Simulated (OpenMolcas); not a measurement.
Os+: effect of correlating more closed shells

| Property | Result |
| --- | --- |
| Program | OpenMolcas |
| Basis | ANO-RCC-VTZP [8s7p5d3f2g1h] |
| Scalar Hamiltonian | DKH2, point nucleus |
| Active space | 7 electrons in 6 orbitals (5d 6s) |
| State averaging | 2S+1 = 6 even, 6 roots; 2S+1 = 4 even, 67 roots kept (CI in the orbitals of an earlier block); 2S+1 = 2 even, 93 roots kept (CI in the orbitals of an earlier block) |
| Spin-orbit coupling | RASSI with atomic mean-field integrals over the reference wave functions, term energies averaged over their components |

Methods on the same reference wave functions:
A. CASSCF
B. MS-CASPT2, IPEA 0.25 Eh, imaginary shift 0.1 Eh (closed shells correlated: none)
C. MS-CASPT2, IPEA 0.25 Eh, imaginary shift 0.1 Eh (closed shells correlated: 5s 5p)

Energies in cm⁻¹ above 5d⁶ 6s ⁶D_9/2, the measured ground level; measured values from NIST Handbook of Basic Atomic Spectroscopic Data.

```
                  Level      A      B      C  Measured
          5d⁶ 6s ⁶D_9/2    0.0    0.0    0.0       0.0
          5d⁶ 6s ⁶D_7/2   3502   3510   3500      3593
   5d⁶ 6s ⁶D_5/2 [63 %]   4776   4240   4160      3929
          5d⁶ 6s ⁶D_3/2   6226   5810   5840      5592
          5d⁶ 6s ⁶D_1/2   7165   6970   6980      6637
      5d⁷ ⁴F_9/2 [72 %]  15041   7250   8060          
      5d⁷ ⁴F_5/2 [66 %]  20089  14380  15000          
         5d⁶ 6s ⁴H_13/2  21953  20390  19860          
5d⁶ 6s ⁴P_1/2(1) [67 %]  22456  16300  16400          
5d⁶ 6s ⁴D_1/2(1) [63 %]  24466  18680  19140          
5d⁶ 6s ⁴D_1/2(2) [53 %]  30602  26290  25920
```

Deviations, from unrounded energies. A percentage is the sum of absolute deviations over the sum of measured energies, with the sign that they share, or ± where signs differ.

| Against measurement | Levels | A | B | C |
| --- | --- | --- | --- | --- |
| mean absolute deviation (cm-1) | 4 | 520 | 230 | 230 |
| fine structure of the ground term (%) | 4 | ±10.6 | ±4.7 | ±4.6 |

B, C lie about equally close to measurement and A furthest from it. The largest miss of C in the table is 5d⁶ 6s ⁶D_1/2, by +340 cm-1. The ranking rests on the paired levels alone, and a cruder setting can come out closer through cancelling errors.

Between B and C the level of the table that moves most is 5d⁷ ⁴F_9/2 [72 %], by 810 cm-1 (lowest in B, highest in C). Moves below CASPT2's spread within the term are not significant.

The two smallest mean deviations differ by little beside CASPT2's spread within terms, so their order carries little weight.

From A to B the spin-free energies of the other terms of 5d⁶ 6s shown, above ⁶D, scale by factors of 0.60 to 0.91.

The lowest spin-free term lies below A's lowest term by 0.125 hartree in B, 0.396 hartree in C.

What an inner shell adds also hangs on whether the basis holds functions to correlate it.

CASPT2 does not keep the components of a term degenerate, so their means are used; among the terms shown or strongly mixed into the levels shown the widest spread is 490 cm-1 (5d⁷ ⁴F, C). Terms from blocks run as CI alone lack orbitals of their own. Configurations are named by rounded mean occupations; where the s occupation lies near a half they are strongly mixed, a name can repeat and a true partner stay unpaired. A single d shell beside an s shell can misplace configurations of different d count against each other. Without dynamic correlation excited terms often stand tens of per cent too high (terms of higher spin than the ground term too low), and those without a measured partner can miss by more than the paired ones (holds for A). Blocks of more than 70 roots (2S+1 = 2 even) ran without multistate coupling (holds for B; C). The CASPT2 spread within a term exceeds the gap to the next term for 5d⁷ ⁴F and 5d⁶ 6s ⁴P(1), 5d⁶ 6s ²D(1) and 5d⁶ 6s ⁴H, so the order of their levels is uncertain, and so are names and mixing where such terms share a J (holds for C). Computed and measured levels are paired by configuration, term and J; levels that our copy of the source lacks, or whose pairing is in doubt (as where it misses far off the trend of its configuration), stay unpaired and out of the deviations. Only configurations of the active space appear. The table leaves out levels that lie high or whose names do not pair safely across all columns.

A share in square brackets marks a mixed level and gives the weight of the term that names it, the lowest over the columns. A number in round brackets counts repeated terms of one configuration in the order of the reference energies.
